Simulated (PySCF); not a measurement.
Geometries of 2 isomers of H6OSi2Te, from PBE0-D3(BJ)/def2-SVP geometry optimisation, gas phase, def2 core potentials past Kr (PySCF 2.14.0). One conformer each, no zero-point energy, no frequencies.

**Question.** Which is lower in electronic energy at this level?
A.
```xyz
10
angstrom
O      2.484   -0.965    0.060
Si     1.392    0.283   -0.075
Te    -0.560   -0.170    1.415
Si    -2.142    0.017   -0.517
H      3.412   -0.713    0.085
H      0.857    0.405   -1.465
H      2.059    1.565    0.310
H     -1.808   -0.980   -1.575
H     -2.111    1.386   -1.111
H     -3.502   -0.256    0.034
```
B.
```xyz
10
angstrom
Si    -1.119    1.341    0.230
O     -0.881   -0.284   -0.060
Si     0.303   -1.314   -0.584
Te     2.596   -0.433   -0.104
H     -2.582    1.546    0.419
H     -0.643    2.155   -0.927
H     -0.389    1.758    1.462
H      0.265   -1.454   -2.068
H      0.099   -2.625    0.085
H      2.403   -0.711    1.527
```

**Answer.** B. That is `[SiH3]O[SiH2][TeH]`, 8.6 kcal/mol below the other.

```tsv
SMILES	atoms numbered as above	E (Eh)	relative (kcal/mol)	relative (kJ/mol)	dipole (D)
[SiH3]O[SiH2][TeH]	[SiH3:1][O:2][SiH2:3][TeH:4]	-925.36128	0.0	0.0	0.23
O[SiH2][Te][SiH3]	[OH:1][SiH2:2][Te:3][SiH3:4]	-925.34759	8.6	35.9	1.80
```

As drawn, the higher has an O–H bond, which the lower lacks.
